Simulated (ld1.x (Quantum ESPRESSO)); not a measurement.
## PBE RRKJ dataset for Cr, fully relativistic all-electron reference.

Cr, norm-conserving RRKJ (Kleinman–Bylander form), made with ld1.x (Quantum ESPRESSO) 7.5 (PBE, fully relativistic). Core [Ar], reference 3d5 4s0.75 4p0.25. Waves: 4p (bound): rc 3.05 bohr; 3d (bound): rc 2.10 bohr; 4s (bound): rc 2.60 bohr. Local part: the s channel. Core correction: none.

Open shells are filled in proportion to 2j + 1 (rel_dist='average').

All-electron outer shells of the reference configuration (PBE, scalar-relativistic, ld1.x):

| shell | level (eV) | outermost node (bohr) | outermost maximum (bohr) |
| --- | --- | --- | --- |
| 3s | -74.36 | 0.36 | 0.78 |
| 3p | -45.82 | 0.33 | 0.80 |
| 4s | -4.27 | 1.12 | 2.74 |
| 3d | -3.28 | – | 0.84 |
| 4p | -1.20 | 1.25 | 3.89 |

Results:

* Cutoffs needed: 40 Ry and 55 Ry (the cutoffs (Ry, on a coarse ladder) from which the occupation-weighted sum of valence levels, in a spherical-Bessel basis at the reference potential, stays within 10 and 1 mRy of its value at 400 Ry)
* Ghost test: no extra level below or beside the all-electron valence levels (p1/2, p3/2, d3/2, d5/2, s, f tested) (spherical-Bessel basis up to 400 Ry, 20 bohr box)
* Largest excitation error: +886 meV (all-electron minus pseudo) for 3d2 4s0 4p0, out of 7 test configurations

Generation and tests took about 2 s on one core of a shared server CPU.
